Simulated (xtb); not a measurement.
Harmonic IR lines of one isomer of C3H2F2, unscaled. Method: xtb with GFN2-xTB.

```csv
wavenumber (cm⁻¹),relative intensity
599,5.3
965,14
1064,100
1175,7.0
1223,7.4
1422,7.1
2075,25
3042,4.0
```

Problem. Name which structure gives these lines.
(A) `FC1=C[C@@H]1F`
(B) `FC=C=CF`
(C) `FC#CCF`
(D) `C#CC(F)F`

Solution. B, `FC=C=CF`
